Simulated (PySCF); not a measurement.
**Shapes and spin states of [FeCl2]+**

Method: PySCF, PBE0, basis Fe def2-SVP, Cl def2-SVP (no relativity, density fitting).

Relaxations began from a few typed shapes and spin states; open shells are unrestricted. The search is not exhaustive: other isomers or separated fragments can lie lower, and high-lying points may rest on an excited occupation.

(1) Order these stationary points by electronic energy, lowest first, in kJ/mol from the lowest minimum.
A. broken-symmetry Ms = 1/2 (⟨S²⟩ 2.10) C2v: Fe–Cl 2.066 Å (×2); Cl–Fe–Cl 108.7°
B. broken-symmetry Ms = 1/2 (⟨S²⟩ 2.36) D∞h: Fe–Cl 2.123 Å (×2); Cl–Fe–Cl 180.0°
C. broken-symmetry Ms = 3/2 (⟨S²⟩ 4.50) D∞h: Fe–Cl 2.163 Å (×2); Cl–Fe–Cl 180.0°
D. sextet C2v: Fe–Cl 2.078 Å (×2); Cl–Fe–Cl 141.0°
E. quartet (⟨S²⟩ 4.31) C2v: Fe–Cl 2.112 Å (×2); Cl–Fe–Cl 107.1°
F. broken-symmetry Ms = 1/2 (⟨S²⟩ 2.48) C2v: Fe–Cl 2.061 Å (×2); Cl–Fe–Cl 126.5°
G. sextet D∞h: Fe–Cl 2.084 Å (×2); Cl–Fe–Cl 180.0°

(2) Which of them are minima?

## Answers

(1) D (0.0), G (2.9), C (73.6), E (77.7), F (177.3), A (191.4), B (208.7).

(2) By energy in kJ/mol, 0.0: minimum; 2.9: saddle point, 2 imaginary modes; 73.6: minimum; 77.7: minimum; 177.3: minimum; 191.4: minimum; 208.7: saddle point, 1 imaginary mode.

Formally Fe is in oxidation state +3, d5, with 5 unpaired electrons (the high-spin count). The Mulliken spin on Fe is 4.09. The polar-tensor charge on Fe, 1.44, is far below the formal one.

For the lowest minimum: other spin states or occupations of the open shell can lie lower.

The electron or spin density has lower symmetry than the nuclear frame for the broken-symmetry Ms = 3/2 (⟨S²⟩ 4.50) D∞h at 73.6 kJ/mol, broken-symmetry Ms = 1/2 (⟨S²⟩ 2.48) C2v at 177.3 kJ/mol, broken-symmetry Ms = 1/2 (⟨S²⟩ 2.36) D∞h at 208.7 kJ/mol.
